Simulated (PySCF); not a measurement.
## Dipole moment and polarisability of `Cc1cccc(C)c1N(C)C`

Species: C10H15N.
Cartesian coordinates in Å at the PBE0-D3(BJ)/def2-SVP level; atoms count from 1:
```
atom  x, y, z in Å
C1    -0.9954    2.2766    0.1317
C2     0.3985    1.7171    0.1665
C3     1.4888    2.5829    0.2975
C4     2.7871    2.0936    0.3937
C5     3.0108    0.7211    0.3543
C6     1.9496   -0.1753    0.2041
C7     2.2060   -1.6508    0.1287
C8     0.6325    0.3266    0.1052
N9    -0.4199   -0.6065   -0.0529
C10   -0.9023   -1.2966    1.1110
C11   -1.3468   -0.4886   -1.1423
H12   -1.4096    2.3018   -0.8890
H13   -1.0089    3.3063    0.5160
H14   -1.6838    1.6746    0.7429
H15    1.3067    3.6600    0.3461
H16    3.6265    2.7839    0.5027
H17    4.0303    0.3313    0.4222
H18    1.5174   -2.1254   -0.5850
H19    2.0435   -2.1456    1.1014
H20    3.2425   -1.8581   -0.1715
H21   -1.3029   -2.2879    0.8347
H22   -0.0842   -1.4534    1.8277
H23   -1.7103   -0.7511    1.6461
H24   -1.6386   -1.4938   -1.4976
H25   -0.8687    0.0317   -1.9843
H26   -2.2855    0.0505   -0.8961
```

Level: wB97X-D/def2-SVPD (PySCF), static field, nuclei fixed, core orbitals frozen in the response. The polarisability tensor in these axes (au):

```
x   147.71   3.97   5.96
y     3.97 143.48   0.87
z     5.96   0.87  90.95
```

Problem. Diagonalise the tensor; give its mean and Δα, where Δα² is half the sum of the squared differences of the eigenvalues.

Solution. Principal values 90.33, 141.19 and 150.62 au; mean 127.38 au = 18.88 Å³ = 21.00 × 10⁻⁴⁰ C²·m²/J; Δα = 56.17 au (44 % of the mean).

Problem. What is the dipole moment, and where does it point?

Solution. (-0.77, -0.32, 0.02) D, 0.83 D in size, pointing from the negative to the positive side. Measured along this direction, the outermost atoms are H16 at the negative end and H21, H26 and H24 at the positive end.

Problem. Traceless (Buckingham) quadrupole moment about the centre of nuclear charge: eigenvalues?

Solution. -5.30, 2.33, 2.97 D·Å. The values depend on the origin, since the dipole doesn't vanish. The electronic extent ⟨r²⟩ about the same centre is 1767 bohr², a root-mean-square distance of 2.46 Å for the 82 electrons.

Problem. Find the Langevin capture rate constant for H3O+ (19.018 u) meeting this molecule (149.120 u), k = 2.342 × 10⁻⁹ cm³/s × √(α in Å³ / reduced mass in u).

Solution. The reduced mass is 16.87 u, so k = 2.48 × 10⁻⁹ cm³/s. The formula leaves out the permanent dipole, which adds to the capture rate.

Problem. Refractivity n − 1 of an ideal gas of it at 273.15 K and 1 atm, from the electronic α?

Solution. N = p/kT = 2.6868 × 10¹⁹ cm⁻³, so n − 1 = 2π × N × 18.88 × 10⁻²⁴ cm³ = 3187 × 10⁻⁶ at long wavelengths, for an ideal gas.

Isolated species at its PBE0-D3(BJ)/def2-SVP geometry, gas phase.
